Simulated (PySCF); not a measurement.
# `COC=C=CB(C)C`, C6H11BO

Molfile (atoms numbered from 1):
```
C6H11BO
     RDKit          3D

 19 18  0  0  0  0  0  0  0  0999 V2000
    4.3697   -0.2999   -0.6040 C   0  0  0  0  0  0  0  0  0  0  0  0
    2.9832   -0.3003   -0.8078 O   0  0  0  0  0  0  0  0  0  0  0  0
    2.2645    0.2653    0.1941 C   0  0  0  0  0  0  0  0  0  0  0  0
    1.1183    0.8826    0.0101 C   0  0  0  0  0  0  0  0  0  0  0  0
   -0.0764    1.4202   -0.1323 C   0  0  0  0  0  0  0  0  0  0  0  0
   -1.3894    0.5604   -0.1330 B   0  0  0  0  0  0  0  0  0  0  0  0
   -2.7467    1.2795   -0.4724 C   0  0  0  0  0  0  0  0  0  0  0  0
   -1.3485   -0.9767    0.1787 C   0  0  0  0  0  0  0  0  0  0  0  0
    4.8196   -0.8776   -1.4220 H   0  0  0  0  0  0  0  0  0  0  0  0
    4.6407   -0.7767    0.3570 H   0  0  0  0  0  0  0  0  0  0  0  0
    4.7880    0.7228   -0.6169 H   0  0  0  0  0  0  0  0  0  0  0  0
    2.6686    0.1608    1.2126 H   0  0  0  0  0  0  0  0  0  0  0  0
   -0.1305    2.5102   -0.2782 H   0  0  0  0  0  0  0  0  0  0  0  0
   -2.8028    2.3114   -0.0906 H   0  0  0  0  0  0  0  0  0  0  0  0
   -2.7854    1.3674   -1.5762 H   0  0  0  0  0  0  0  0  0  0  0  0
   -3.6469    0.7253   -0.1677 H   0  0  0  0  0  0  0  0  0  0  0  0
   -1.7830   -1.1197    1.1865 H   0  0  0  0  0  0  0  0  0  0  0  0
   -0.3426   -1.4208    0.1815 H   0  0  0  0  0  0  0  0  0  0  0  0
   -2.0016   -1.5482   -0.5014 H   0  0  0  0  0  0  0  0  0  0  0  0
  1  2  1  0
  2  3  1  0
  3  4  2  0
  4  5  2  0
  5  6  1  0
  6  7  1  0
  6  8  1  0
  1  9  1  0
  1 10  1  0
  1 11  1  0
  3 12  1  0
  5 13  1  0
  7 14  1  0
  7 15  1  0
  7 16  1  0
  8 17  1  0
  8 18  1  0
  8 19  1  0
M  END
```

Theory: PySCF 2.14.0, quadratic response CAM-B3LYP/aug-cc-pVDZ first hyperpolarisability, Taylor convention, gas phase. Geometry: PBE0-D3(BJ)/def2-SVP.

**Question.** What is the first hyperpolarisability, and how does it disperse?

**Answer.** In au, Taylor convention; the vector part is βᵢ = ⅓ Σⱼ (βᵢⱼⱼ + βⱼᵢⱼ + βⱼⱼᵢ); β∥ is 3/5 of the vector part along the dipole, the dipole points from − to +:
```tsv
process	λ (nm)	β vector norm	β∥	β HRS	depolarisation ratio
static β(0;0,0)	∞	203.8	28.2	84.4	5.00
second harmonic β(−2ω;ω,ω)	1907	216.6	32.0	89.5	5.04
Pockels β(−ω;ω,0)	1907	207.9	29.4	–	–
second harmonic β(−2ω;ω,ω)	1064	250.2	42.2	103.2	5.11
Pockels β(−ω;ω,0)	1064	217.6	32.3	–	–
```

**Question.** Which lowest excitations, dipole and polarisabilities go with it?

**Answer.** S1 3.71 eV (f = 0.001); S2 5.71 eV (f = 0.017); S3 5.96 eV (f = 0.018); dipole 1.53 D; isotropic α 102.2 au static, 102.6 au at 1907 nm, 103.5 au at 1064 nm, 103.9 au at 953.5 nm, 107.9 au at 532 nm.
